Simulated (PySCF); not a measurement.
# Electronic absorption of C5H4F4O2

Species: C5H4F4O2.
InChI=1S/C5H4F4O2/c6-3-2(4(10)11-3)1-5(7,8)9/h2-3H,1H2/t2-,3-/m1/s1

Computed with TDDFT wB97X-D/def2-SVPD, vertical, gas phase, core orbitals frozen in the response (PySCF 2.14.0, density-fitted response routines). Geometry: PBE0-D3(BJ)/def2-SVP, one conformer, isolated molecule. Torsions of this conformer, `[O:1]=[C:2]1[O:3][C@@H:4]([F:5])[C@H:6]1[CH2:7][C:8]([F:9])([F:10])[F:11]`: C4–C6–C7–C8 -87°, C6–C7–C8–F9 57°.

| state | E (eV) | λ (nm) | f | \|μ\| (D) | main configurations (H = HOMO, L = LUMO) |
| --- | --- | --- | --- | --- | --- |
| S1 | 5.96 | 207.9 | 0.0005 | 0.15 | H→L (92%) |
| S2 | 8.38 | 148.0 | 0.022 | 0.83 | H-2→L (47%), H-1→L (46%) |
| S3 | 8.54 | 145.2 | 0.065 | 1.42 | H-2→L (38%), H-1→L (34%) |
| S4 | 8.71 | 142.3 | 0.074 | 1.50 | H→L+1 (63%), H→L+3 (15%) |
| S5 | 9.16 | 135.4 | 0.016 | 0.67 | H-3→L (65%), H-5→L (10%), H-10→L (8%) |
| S6 | 9.49 | 130.6 | 0.0041 | 0.34 | H→L+2 (70%), H→L+3 (14%) |
| S7 | 9.69 | 127.9 | 0.0068 | 0.43 | H→L+3 (31%), H-1→L+1 (23%), H→L+1 (9%) |
| S8 | 9.78 | 126.8 | 0.011 | 0.54 | H-1→L+1 (46%), H→L+3 (12%) |
| S9 | 9.95 | 124.7 | 0.072 | 1.38 | H→L+4 (41%), H-4→L (21%) |
| S10 | 10.07 | 123.1 | 0.025 | 0.80 | H-4→L (40%), H→L+7 (11%), H-5→L (11%) |

Triplets (Tamm–Dancoff): T1 5.48 eV, H→L (92%); T2 6.41 eV, H-1→L (77%), H-2→L (8%); T3 8.16 eV, H-2→L (77%), H-1→L (8%); T4 8.51 eV, H→L+1 (34%), H-3→L (22%), H→L+3 (9%).

The lowest singlet lies at 5.96 eV (208 nm, ultraviolet) and is very weak; its leading configuration is HOMO→LUMO (92%). The largest oscillator strength of a single state is 0.074. S1 has the pattern of n→π* at C=O. Weighted by f, the mean energy of these states is 9.15 eV. Orbital energies (eV): HOMO-3 -13.14, HOMO-2 -12.47, HOMO-1 -12.06, HOMO -10.90, LUMO 1.11, LUMO+1 1.99, LUMO+2 2.47. The listed states span 4.11 eV, and the widest gap between neighbours is 2.41 eV (S1 to S2). No computed singlet lies in the visible range (380 to 750 nm); the lowest, at 208 nm, stands 2.70 eV above its violet end (3.26 eV). Only the lowest 10 singlets were computed, as vertical energies without vibronic structure.
